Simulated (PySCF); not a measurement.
o-xylylene (C8H8), SMILES c1ccc(=C)c(=C)c1. Heavy atoms are numbered as in [CH2:1]=[c:2]1[cH:3][cH:4][cH:5][cH:6][c:7]1=[CH2:8]. Hydrogens are named by the atom that carries them.

Geometry: ωB97X-D3(BJ)/def2-SVP.

These are B3LYP/def2-TZVP (PySCF) values and carry that method's errors.

Atomic charges (e), one atom of each kind:

```
atom      Mulliken    IAO
--------  --------  -----
C1 (CH2)     -0.27      ?
C2            0.11   0.01
C3 (CH)      -0.17  -0.14
C4 (CH)      -0.11  -0.15
H on C1       0.11   0.14
H on C3       0.10      ?
H on C4       0.11      ?
```

Task: Fill in the missing entries. (An estimate is asked for; the answer gives what the named calculation found.)

Result: 
- C1 (CH2), IAO: -0.30
- H on C3, IAO: 0.14
- H on C4, IAO: 0.15

Computed Mayer and Wiberg (Löwdin basis) orders of the bonds:
| bond | Mayer | Wiberg |
|---|---|---|
| C1–C2 | 1.68 | 1.91 |
| C2–C3 | 1.07 | 1.21 |
| C3–C4 | 1.76 | 1.88 |
| C4–C5 | 1.08 | 1.30 |
| C5–C6 | 1.76 | 1.88 |
| C2–C7 | 1.01 | 1.09 |
| C6–C7 | 1.07 | 1.21 |
| C7–C8 | 1.68 | 1.91 |
